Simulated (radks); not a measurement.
Coulomb parameter of the 4d shell of neutral cadmium in the model configuration [Kr] 4d8 5s2 5p2, as a second difference U = [E(n + 0.5) + E(n - 0.5) - 2 E(n)] / (0.5)^2 with all orbitals relaxed. "Bare": the charge of the atom changes with n. "Screened": the 5p shell takes up the change at fixed total charge, which measures U(4d,4d) + U(5p,5p) - 2 U(4d,5p). Calculated with a radial shooting solver on a logarithmic mesh with Libxc functionals: Dirac Kohn-Sham, BLYP, spin-unpolarised, spherical densities, finite nucleus; open shells are shared between the two j in proportion to 2j + 1; Fermi nuclear charge, rms radius 4.6087 fm.

case,configuration,E - E(n) (eV)
start,[Kr] 4d8 5s2 5p2,0.000
bare +0.5,[Kr] 4d8.5 5s2 5p2,-9.720
bare -0.5,[Kr] 4d7.5 5s2 5p2,12.717
screened +0.5,[Kr] 4d8.5 5s2 5p1.5,-8.860
screened -0.5,[Kr] 4d7.5 5s2 5p2.5,9.908

U(bare) = 11.986 eV, U(screened by 5p) = 4.194 eV, against the Slater integral F0(4d,4d) = 20.589 eV with frozen orbitals. The step up makes a negative ion, whose loosely bound charge lowers the bare value.
